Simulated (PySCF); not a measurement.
## Working out the ionisation energy of Pb

Pb [Xe] 4f14 5d10 6s2 6p2 (3P) → Pb+ [Xe] 4f14 5d10 6s2 6p1 (2P). Calculation: PySCF 2.14, in x2c-QZVPPall; scalar relativity by spin-free X2C-1e. Frozen: [Kr] 4d10 4f14. Energies in hartree (1 hartree = 27.21139 eV):

```tsv
part	Pb (lower)	Pb+ (upper)
UHF	-20880.152892	-20879.911246
MP2 opposite-spin	-0.416854	-0.409747
MP2 same-spin	-0.224700	-0.215329
```

What does Hartree-Fock give?

(-20879.911246) − (-20880.152892) = 0.241646 hartree = 6.576 eV.

What do MP2 and SCS-MP2 (6/5 opposite-spin, 1/3 same-spin) give?

The opposite-spin parts differ by 0.193 eV and the same-spin parts by 0.255 eV. MP2: 6.576 + (0.193) + (0.255) = 7.024 eV. SCS-MP2: 6.576 + 1.2 × (0.193) + (0.255)/3 = 6.893 eV.

Reference: 7.417 eV (measured; NIST Atomic Spectra Database, ionization energies), between the lowest levels; spin-orbit coupling is absent from the calculation.

What remains against the reference includes basis incompleteness, the frozen core and correlation beyond second order.
